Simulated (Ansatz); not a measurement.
Input file for Ansatz (an electronic-structure program): R-PBE/def2-TZVPPD on N2 (SMILES N#N) with ghost functions, monomers drawn apart or pushed together. Files ending in .json are basis or fitting sets from the Basis Set Exchange.

Ansatz 0.2 input:
```yaml
crystal:
  periodic: [false, false, false]
  atoms:
    - {symbol: N, position_ang: [0.06391486, 0.32300396, -1.09638648]}
    - {symbol: N, position_ang: [0.03054041, 0.11817665, -0.02597587]}
basis:
  gaussian:
    orbitals: def2-TZVPPD.json
    ghost_atoms:
      - {symbol: C, position_ang: [-0.10736661, -0.73477913, 4.38163561]}
      - {symbol: N, position_ang: [-0.14258385, -0.95315300, 5.50644430]}
      - {symbol: H, position_ang: [-0.07449261, -0.53027804, 3.33364646]}
hamiltonian:
  xc: {name: PBE}
scf: {lower_state_search: off}
```

### Question
What total energy does the run end on?

### Answer
-109.4524 hartree.
